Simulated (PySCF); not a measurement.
Another site gives an ion 56082.52 eV lower (`O[SiH2]Br`) at the level CAM-B3LYP-D3(BJ)/def2-TZVPD (PySCF).

Excitations are Tamm–Dancoff values on a coarser integration grid.

Cartesian coordinates (Å):
```xyz
11

C     -1.4479    -0.7564    -0.3264
S     -0.8426     0.8123     0.3301
O     -0.5140     0.5736     1.7929
Si     1.2509     0.6874    -0.4558
O      1.9230    -0.0855     0.8009
H     -1.5785    -0.6571    -1.4039
H     -2.4090    -0.9485     0.1460
H     -0.7527    -1.5607    -0.0930
H      1.7348     2.0641    -0.6632
H      1.3154    -0.0973    -1.7024
H      1.3206    -0.0318     1.5749
```
Charge 0, spin multiplicity 1.

Problem. What is the computed dipole moment, S1–T1 gap (TDA) and T1 excitation (TDA) (TPSSh-D3(BJ)/def2-TZVPD // CAM-B3LYP-D3(BJ)/def2-TZVPD (PySCF 2.14.0))?

Solution. 
* **dipole moment**: 3.44 D
* **S1–T1 gap (TDA)**: 0.46 eV
* **T1 excitation (TDA)**: 4.06 eV
